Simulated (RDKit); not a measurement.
Input for RDKit: MMFF94 on C3H8Si (a complex), monomers drawn apart or pushed together.

```python
from rdkit import Chem
from rdkit.Chem import AllChem, rdDetermineBonds

blocks = [
'''5

Si   -0.18064048   -0.03076817    0.10956112
H    -0.64126556   -1.42512559    0.28734278
H    -1.04138539    0.88637235    0.88805706
H    -0.26707869    0.32864671   -1.32622388
H     1.22299109    0.09719007    0.55753173
''',
'''7

C     0.14271458   -1.25299464    4.05331463
C     0.17731393    0.02767482    4.27577481
C     0.20990482    1.30976962    4.48504811
H     1.02584612   -1.79158991    3.72943282
H    -0.76969012   -1.82317180    4.18386289
H     0.45138021    1.71648418    5.46016250
H    -0.00444767    2.01197963    3.68758586
''',
]
mol = None
for b in blocks:
    f = Chem.MolFromXYZBlock(b)
    rdDetermineBonds.DetermineBonds(f, charge=0)
    mol = f if mol is None else Chem.CombineMols(mol, f)
Chem.SanitizeMol(mol)
print(Chem.MolToSmiles(Chem.RemoveHs(mol)))
ff = AllChem.MMFFGetMoleculeForceField(mol, AllChem.MMFFGetMoleculeProperties(mol), nonBondedThresh=100.0, ignoreInterfragInteractions=False)
e = ff.CalcEnergy()
print(f'MMFF94 energy {e:.6f} kcal/mol')
```

The log:

```
C=C=C.[SiH4]
MMFF94 energy -3.670140 kcal/mol
```

The run finished.

Cost: roughly 0.020 core-seconds.
